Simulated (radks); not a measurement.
Values are calculated unless marked as measured or tabulated.
All-electron atom: Ca XII in [He] 2s2 2p5 (the NIST ground configuration). Code: a radial shooting solver on a logarithmic mesh with Libxc functionals. Model: Dirac Kohn-Sham, PBE, spin-unpolarised, spherical densities, finite nucleus; open shells are shared between the two j in proportion to 2j + 1; Fermi nuclear charge, rms radius 3.4776 fm. Some entries of the table are withheld. Estimate them.

orbital,occ.,eigenvalue (hartree),r(max) (bohr),<1/r> (bohr^-1)
1s1/2,2,(1),(2),19.76
2s1/2,2,-25.80936,(3),(4)
2p1/2,1.66667,(5),(6),4.132
2p3/2,3.33333,(7),(8),4.090

Answer. 
(1) 1s1/2 eigenvalue (hartree): -157.3058
(2) 1s1/2 r(max) (bohr): 0.05025
(3) 2s1/2 r(max) (bohr): 0.2943
(4) 2s1/2 <1/r> (bohr^-1): 4.199
(5) 2p1/2 eigenvalue (hartree): -23.20790
(6) 2p1/2 r(max) (bohr): 0.2385
(7) 2p3/2 eigenvalue (hartree): -23.05901
(8) 2p3/2 r(max) (bohr): 0.2404
